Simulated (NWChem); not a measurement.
System: CH$_{7}$NO$_{2}$Si; SMILES CN[SiH](O)O

NWChem input:

```
start job
memory heap 200 mb stack 900 mb global 1100 mb
geometry units angstroms noautosym nocenter noautoz
  Si     0.199403     0.436344    -0.200634
  O      1.252918     1.276198     0.781165
  O     -1.104892     1.456139    -0.288005
  N     -0.239070    -1.097047     0.420738
  C     -0.231152    -2.351131    -0.291890
  H      0.793510     0.158849    -1.538484
  H      2.050876     0.808313     1.041673
  H     -0.909769     2.372590    -0.069599
  H     -0.729485    -1.129006     1.308544
  H     -1.245759    -2.731723    -0.511046
  H      0.309285    -3.143715     0.256563
  H      0.278775    -2.226803    -1.259575
end
basis spherical
  * library def2-svp
end
dft
  xc xpbe96 cpbe96
  iterations 150
end
cosmo
  do_cosmo_smd true
  solvent octanol
end
task dft energy
```

Excerpt of the output:

```
             Northwest Computational Chemistry Package (NWChem) 7.3.0
             --------------------------------------------------------

                             Geometry "geometry" -> ""
                             -------------------------

 Output coordinates in angstroms (scale by  1.889725989 to convert to a.u.)

  No.       Tag          Charge          X              Y              Z
 ---- ---------------- ---------- -------------- -------------- --------------
    1 Si                  14.0000     0.19940300     0.43634400    -0.20063400
    2 O                    8.0000     1.25291800     1.27619800     0.78116500
    3 O                    8.0000    -1.10489200     1.45613900    -0.28800500
    4 N                    7.0000    -0.23907000    -1.09704700     0.42073800
    5 C                    6.0000    -0.23115200    -2.35113100    -0.29189000
    6 H                    1.0000     0.79351000     0.15884900    -1.53848400
    7 H                    1.0000     2.05087600     0.80831300     1.04167300
    8 H                    1.0000    -0.90976900     2.37259000    -0.06959900
    9 H                    1.0000    -0.72948500    -1.12900600     1.30854400
   10 H                    1.0000    -1.24575900    -2.73172300    -0.51104600
   11 H                    1.0000     0.30928500    -3.14371500     0.25656300
   12 H                    1.0000     0.27877500    -2.22680300    -1.25957500

 Effective nuclear repulsion energy (a.u.)     253.3617952651

  pbe96 is a nonlocal functional; adding pw91lda local functional.

                                 NWChem DFT Module
                                 -----------------

 Summary of "ao basis" -> "ao basis" (spherical)
 ------------------------------------------------------------------------------
       Tag                 Description            Shells   Functions and Types
 ---------------- ------------------------------  ------  ---------------------
 Si                         def2-svp                 8       18   4s3p1d
 O                          def2-svp                 6       14   3s2p1d
 N                          def2-svp                 6       14   3s2p1d
 C                          def2-svp                 6       14   3s2p1d
 H                          def2-svp                 3        5   2s1p

 in cosmo_initialize ...
 calling solv_data for solv:octanol

 solvent parameters
 solvname_short: octanol
 solvname_long:  1-octanol
 dielec:        9.8629
 dielecinf:     2.0435
 nonaqueous SMD model solvent descriptors
 dielec:        9.8629
 sola:          0.3700
 solb:          0.4800
 solc:          0.0000
 solg:         39.0100
 solh:          0.0000
 soln:          1.4295

          ---------------
          -cosmo- solvent
          ---------------
 Cosmo: York-Karplus, doi: 10.1021/jp992097l
 dielectric constant -eps-     =   9.86
 screen = (eps-1)/(eps    )    =   0.89861
 surface charge correction     = lagrangian

   van der Waals surface
 --------------------------

 ---------- ATOMIC COORDINATES (A.U.) ------------ VDWR(ANG.) --
     1    0.37681703    0.82457060   -0.37914328     2.470
     2    2.36767171    2.41166453    1.47618780     1.628
     3   -2.08794313    2.75170371   -0.54425053     1.628
     4   -0.45177679   -2.07311823    0.79507953     1.890
     5   -0.43681394   -4.44299335   -0.55159212     1.850
     6    1.49951647    0.30018108   -2.90731320     1.200
     7    3.87559368    1.52749008    1.96847654     1.200
     8   -1.71921412    4.48354498   -0.13152304     1.200
     9   -1.37852676   -2.13351198    2.47278960     1.200
    10   -2.35414316   -5.16220795   -0.96573691     1.200
    11    0.58446390   -5.94075994    0.48483377     1.200
    12    0.52680836   -4.20804750   -2.38025161     1.200
 number of segments per atom =        128
 number of   points per atom =        128
 atom (   nspa,  nppa )
 ----------------------
    1 (     74,     0 )       0
    2 (     51,     0 )       0
    3 (     50,     0 )       0
    4 (     38,     0 )       0
    5 (     54,     0 )       0
    6 (     35,     0 )       0
    7 (     55,     0 )       0
    8 (     53,     0 )       0
    9 (     43,     0 )       0
   10 (     56,     0 )       0
   11 (     54,     0 )       0
   12 (     50,     0 )       0
 number of -cosmo- surface points =      613
 molecular surface =    122.650 angstrom**2
 molecular volume  =    106.160 angstrom**3
 -lineq- algorithm             =   0
 -bem- low  level              =   3
 -bem- from -octahedral-
 gaussian surface charge width =   4.50000
 degree of switching           =   1.00000
 switching function tolerance  =   0.00010
 atomic radii =
 --------------
    1 14.000  2.470
    2  8.000  1.628
    3  8.000  1.628
    4  7.000  1.890
    5  6.000  1.850
    6  1.000  1.200
    7  1.000  1.200
    8  1.000  1.200
    9  1.000  1.200
   10  1.000  1.200
   11  1.000  1.200
   12  1.000  1.200
 ...... end of -cosmo- initialization ......

 nat:                    12
 ixmem:                  7844
 calling mnsol_interface()
 G(SMD-CDS) energy (kcal/mol)  =     1.322
 SMD-CDS SASA (angstrom**2)    =   153.646

            General Information
            -------------------
          SCF calculation type: DFT
          Wavefunction type:  closed shell.
          No. of atoms     :    12
          No. of electrons :    50
           Alpha electrons :    25
            Beta electrons :    25
          Charge           :     0
          Spin multiplicity:     1
          Use of symmetry is: off; symmetry adaption is: off
          Maximum number of iterations: 150
          AO basis - number of functions:   109
                     number of shells:    53
          Convergence on energy requested:  1.00D-06
          Convergence on density requested:  1.00D-05
          Convergence on gradient requested:  5.00D-04

              XC Information
              --------------
          PerdewBurkeErnzerhof Exchange Functional  1.000
            Perdew 1991 LDA Correlation Functional  1.000 local
           PerdewBurkeErnz. Correlation Functional  1.000 non-local

             Grid Information
             ----------------
          Grid used for XC integration:  medium
          Radial quadrature: Mura-Knowles
          Angular quadrature: Lebedev.
          Tag              B.-S. Rad. Rad. Pts. Rad. Cut. Ang. Pts.
          ---              ---------- --------- --------- ---------
          Si                  1.10       88          10.0       590
          O                   0.60       49          12.0       434
          N                   0.65       49          10.0       434
          C                   0.70       49          12.0       434
          H                   0.35       45          13.0       434
          Grid pruning is: on
          Number of quadrature shells:   599
          Spatial weights used:  Erf1

      Superposition of Atomic Density Guess
      -------------------------------------

 Sum of atomic energies:        -533.48479725

      Non-variational initial energy
      ------------------------------

 Total energy =    -535.797907
 1-e energy   =   -1237.476891
 2-e energy   =     448.317188
 HOMO         =      -0.305213
 LUMO         =       0.065219

   convergence    iter        energy       DeltaE   RMS-Dens  Diis-err
 ---------------- ----- ----------------- --------- --------- ---------
     COSMO gas phase
 d= 0,ls=0.0,diis     1   -536.2902346338 -7.90D+02  1.64D-02  1.03D+00
 d= 0,ls=0.0,diis     2   -536.1438746394  1.46D-01  1.04D-02  2.58D+00
 d= 0,ls=0.0,diis     3   -536.3941510991 -2.50D-01  1.62D-03  5.86D-02
 d= 0,ls=0.0,diis     4   -536.3983356767 -4.18D-03  7.53D-04  1.34D-02
 d= 0,ls=0.0,diis     5   -536.3996085252 -1.27D-03  2.23D-04  1.24D-03
  Resetting Diis
 d= 0,ls=0.0,diis     6   -536.3997431963 -1.35D-04  3.82D-05  1.70D-05
 d= 0,ls=0.0,diis     7   -536.3997449722 -1.78D-06  3.02D-05  4.08D-06
 d= 0,ls=0.0,diis     8   -536.3997441250  8.47D-07  1.94D-05  1.12D-05
 d= 0,ls=0.0,diis     9   -536.3997454598 -1.33D-06  2.36D-06  1.83D-07
 d= 0,ls=0.0,diis    10   -536.3997454774 -1.76D-08  4.15D-07  4.17D-09

   convergence    iter        energy       DeltaE   RMS-Dens  Diis-err
 ---------------- ----- ----------------- --------- --------- ---------
     COSMO solvation phase
 d= 0,ls=0.0,diis     1   -536.4103076517 -1.06D-02  1.27D-03  4.68D-03
 d= 0,ls=0.0,diis     2   -536.4111785778 -8.71D-04  4.65D-04  3.19D-03
 d= 0,ls=0.0,diis     3   -536.4114062393 -2.28D-04  1.88D-04  1.09D-03
 d= 0,ls=0.0,diis     4   -536.4114990623 -9.28D-05  5.84D-05  5.75D-05
 d= 0,ls=0.0,diis     5   -536.4115048094 -5.75D-06  1.77D-05  5.45D-06
 d= 0,ls=0.0,diis     6   -536.4115053337 -5.24D-07  6.05D-06  8.66D-07

         Total DFT energy =     -536.411505333746
      One electron energy =    -1243.207406164249
           Coulomb energy =      505.878962426707
    Exchange-Corr. energy =      -52.721207680871
 Nuclear repulsion energy =      253.361795265141

             COSMO energy =        0.276350819526

 Numeric. integr. density =       49.999997835908

                                COSMO-SMD solvation results
                                ---------------------------

             internal energy in gas <Psi(g)|H|Psi(g)> =      -536.399745477392
         internal energy in solvent <Psi(s)|H|Psi(s)> =      -536.398406367779
                               delta internal energy  =         0.001339109613 (    0.84 kcal/mol)
   total free energy in solvent <Psi(s)|H+V/2|Psi(s)> =      -536.413612596388
 polarization energy contribution <Psi(s)|V/2|Psi(s)> =        -0.015206228609 (   -9.54 kcal/mol)
    total free energy in solvent including G(SMD-CDS) =      -536.411505333746
                       G(SMD-CDS) energy contribution =         0.002107262642 (    1.32 kcal/mol)
     1 M fixed-concentration free energy of solvation =        -0.011759856354 (   -7.38 kcal/mol)

                       DFT Final Molecular Orbital Analysis
                       ------------------------------------

 Vector   23  Occ=2.000000D+00  E=-2.637305D-01
              MO Center= -5.3D-02,  1.3D+00,  1.6D-01, r^2= 2.4D+00
   Bfn.  Coefficient  Atom+Function         Bfn.  Coefficient  Atom+Function
  ----- ------------  ---------------      ----- ------------  ---------------
    38      0.450797   3 O  pz               41      0.342772   3 O  pz
    24     -0.315407   2 O  pz               27     -0.244732   2 O  pz
    22      0.219373   2 O  px               25      0.165675   2 O  px
    23      0.143872   2 O  py               26      0.117577   2 O  py
    36     -0.086894   3 O  px               37     -0.083789   3 O  py

 Vector   24  Occ=2.000000D+00  E=-2.569352D-01
              MO Center=  3.9D-01,  7.6D-01, -1.6D-01, r^2= 3.1D+00
   Bfn.  Coefficient  Atom+Function         Bfn.  Coefficient  Atom+Function
  ----- ------------  ---------------      ----- ------------  ---------------
    24      0.351378   2 O  pz               76      0.303499   6 H  s
    38      0.285199   3 O  pz               75      0.278881   6 H  s
    27      0.256733   2 O  pz               41      0.203774   3 O  pz
    49     -0.168792   4 N  s                22     -0.156158   2 O  px
    51      0.133691   4 N  py               36     -0.131070   3 O  px

 Vector   25  Occ=2.000000D+00  E=-1.940779D-01
              MO Center= -1.8D-01, -1.2D+00,  2.9D-01, r^2= 2.1D+00
   Bfn.  Coefficient  Atom+Function         Bfn.  Coefficient  Atom+Function
  ----- ------------  ---------------      ----- ------------  ---------------
    50      0.466336   4 N  px               53     -0.386960   4 N  px
    52      0.218206   4 N  pz               95     -0.191154  10 H  s
    55     -0.181734   4 N  pz              100      0.177064  11 H  s
    96     -0.139404  10 H  s                23     -0.137031   2 O  py
    11     -0.134892   1 Si px               64      0.132794   5 C  px

 Vector   26  Occ=0.000000D+00  E= 3.297732D-02
              MO Center=  3.9D-01,  1.1D+00,  3.9D-01, r^2= 5.7D+00
   Bfn.  Coefficient  Atom+Function         Bfn.  Coefficient  Atom+Function
  ----- ------------  ---------------      ----- ------------  ---------------
     4      0.825965   1 Si s                21     -0.630150   2 O  s
    81      0.601782   7 H  s                35     -0.594152   3 O  s
    86      0.545156   8 H  s                49     -0.510864   4 N  s
    76     -0.359369   6 H  s                91      0.339263   9 H  s
   106     -0.229549  12 H  s                63      0.209613   5 C  s

 Vector   27  Occ=0.000000D+00  E= 4.644311D-02
              MO Center= -3.3D-01, -1.5D+00, -5.9D-02, r^2= 6.2D+00
   Bfn.  Coefficient  Atom+Function         Bfn.  Coefficient  Atom+Function
  ----- ------------  ---------------      ----- ------------  ---------------
    63      1.601590   5 C  s                96     -0.840967  10 H  s
   101     -0.781146  11 H  s                49      0.757830   4 N  s
   106     -0.655330  12 H  s                12      0.639560   1 Si py
    91     -0.623321   9 H  s                68     -0.345248   5 C  py
    21     -0.300602   2 O  s                11      0.235466   1 Si px

 Vector   28  Occ=0.000000D+00  E= 5.087684D-02
              MO Center=  4.1D-01,  5.0D-01, -2.6D-02, r^2= 5.3D+00
   Bfn.  Coefficient  Atom+Function         Bfn.  Coefficient  Atom+Function
  ----- ------------  ---------------      ----- ------------  ---------------
    11      0.702408   1 Si px               35      0.647581   3 O  s
    21     -0.480794   2 O  s                86     -0.477399   8 H  s
    81      0.411389   7 H  s                13      0.387616   1 Si pz
    63     -0.357478   5 C  s               101      0.285724  11 H  s
    49     -0.245711   4 N  s               106      0.228939  12 H  s

     Multipole analysis of the density
     ---------------------------------

     L   x y z        total         alpha         beta         nuclear
     -   - - -        -----         -----         ----         -------
     0   0 0 0     -0.000000    -25.000000    -25.000000     50.000000

     1   1 0 0      0.480131     -1.142157     -1.142157      2.764444
     1   0 1 0     -0.454863     -0.501349     -0.501349      0.547835
     1   0 0 1      0.505392     -1.219690     -1.219690      2.944771

     2   2 0 0    -27.007783    -69.789072    -69.789072    112.570360
     2   1 1 0      0.009496    -15.162376    -15.162376     30.334248
     2   1 0 1     -0.180342    -17.776539    -17.776539     35.372736
     2   0 2 0    -24.840223   -198.357495   -198.357495    371.874767
     2   0 1 1     -0.638099    -12.158562    -12.158562     23.679024
     2   0 0 2    -27.680269    -40.519363    -40.519363     53.358457
```

Level: PBE/def2-SVP, SMD on the gas-phase geometry. Coordinates come from a PBE0/def2-SVP optimisation. Not confirmed as a minimum by frequencies. Solvent: 1-octanol.
